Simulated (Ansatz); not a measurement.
Consider the substitution at a C–C bond: `CCCCCCCCCCC` + `Cl[SiH2][NH][GeH3]` → `CC[N]([GeH3])[SiH2]Cl` + `CCCCCCCCC`.

Calculated with Ansatz (gas phase, PBE0-D4/def2-TZVP geometries, no zero-point term in ΔE). CCSD(T)/CBS is the MP2 limit (def2-TZVPP, def2-QZVPP) plus CCSD(T) − MP2 in def2-TZVPP, frozen cores. For Ge outer-core shells are correlated without core-valence functions, which leaves a few kJ/mol of doubt a bond. Scalar relativity is left out up to krypton. Each species was taken in one conformer, which may not be the lowest.

```
                species  MP2/def2-QZVPP energy (Eh)
          `CCCCCCCCCCC`                  -432.77218
   `Cl[SiH2][NH][GeH3]`                 -2883.04663
`CC[N]([GeH3])[SiH2]Cl`                 -2961.50576
            `CCCCCCCCC`                  -354.29876
```

(1) Work out ΔE.

Largest T1 diagnostic among the species: 0.011.

## Answers

(1) ΔE = (-2961.50576) + (-354.29876) − (-432.77218) − (-2883.04663) = 0.01429 Eh = +9.0 kcal/mol. CCSD(T)/CBS gives +9.0 kcal/mol.

In def2-TZVPP, CCSD(T) changes the Hartree–Fock value by −3.1 kcal/mol (the triples alone add −0.6 kcal/mol) and MP2 by −3.0 kcal/mol. The D4 term adds −2.4 kcal/mol with B3LYP and −1.4 kcal/mol with PBE0; it sums over pairs of atoms, weighted by their polarisabilities, and B3LYP, whose exchange is more repulsive, gets the larger term. From PBE to PBE0 (25 % exact exchange), in def2-TZVPP and without D4, ΔE moves by +0.8 kcal/mol.

B3LYP here is the variant with VWN-RPA as its local correlation; programs differ in this.
